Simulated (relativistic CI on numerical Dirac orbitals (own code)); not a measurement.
# Crystal-field levels of Co+, 3d8

Calculated by Dirac-Coulomb-Breit CI, orbitals from a KLI potential per configuration, QED by a radiative potential, one configuration in a parametric crystal field, unscaled Slater integrals (own radial code). With so little scaling, terms lie 10 to 35 % too far apart, which can change the order of excited levels.

Field parameters in Wybourne normalisation: D3d B²₀ = −7Dσ, B⁴₀ = −14Dq − 21Dτ, B⁴₃ = −14√(10/7) Dq. The field is a parameter set, without covalency.

S is read from ⟨S²⟩ = S(S + 1).

Levels (cm⁻¹, degeneracy): 0 (1), 3 (2), 9014 (2), 9110 (2), 9209 (1), 9347 (1), 9452 (2), 9534 (1), 14662 (1), 14764 (2), 15667 (1), 15801 (2).

(1) Which field gives this pattern?
A. D3d, 10Dq = 8850, Dσ = 550, Dτ = 90 cm⁻¹
B. D3d, 10Dq = 8850, Dσ = -330, Dτ = 90 cm⁻¹
C. D3d, 10Dq = 8850, Dσ = 760, Dτ = 90 cm⁻¹
D. D3d, 10Dq = 8850, Dσ = -980, Dτ = 90 cm⁻¹

Results:

(1) B. D3d, 10Dq = 8850, Dσ = -330, Dτ = 90 cm⁻¹, ground level with S = 1.00.
